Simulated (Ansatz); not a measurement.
How methods differ on GaCl (SMILES [Cl][Ga])

The species is GaCl (2 atoms), meant as a singlet with charge 0. SMILES: `[Cl][Ga]`. Geometry: relaxed at PBE0-D4/def2-TZVP.

| atom | x (Å) | y (Å) | z (Å) |
| --- | --- | --- | --- |
| Cl | 0.0000 | 0.0000 | -0.0236 |
| Ga | 0.0000 | 0.0000 | 2.1922 |

Quantity: the energy change with the Cl1–Ga2 bond stretched from 2.216 to 2.770 Å, in eV. The values are calculated.

```tsv
level	kind	program	value (eV)	CPU time (all runs)
HF/STO-3G (restricted)	Hartree–Fock	Ansatz	1.87	0.94 s
SVWN5/STO-3G (restricted)	LDA	Ansatz	1.89	8.4 s
BLYP/STO-3G (restricted)	GGA	Ansatz	1.63	17 s
r2SCAN/STO-3G (restricted)	meta-GGA	Ansatz	1.79	66 s
B3LYP/STO-3G (restricted)	global hybrid	Ansatz	1.73	24 s
PBE0/STO-3G (restricted)	global hybrid	Ansatz	1.80	29 s
CAM-B3LYP/STO-3G (restricted)	range-separated hybrid	Ansatz	1.87	27 s
MP2/STO-3G (restricted)	perturbation theory	Ansatz	1.81	2 s
```

All-electron rows without a relativistic Hamiltonian named are non-relativistic. The first shape isn't each level's own minimum. The values span 1.63 to 1.89 eV. All rows use very small basis sets, so even the best lies far from the true value. In the correlated wave-function rows the outer d shell of Ga is correlated, in sets not made for it. Times are those of the runs behind each value, whatever else they computed, on shared processors of several kinds: orders of magnitude only.
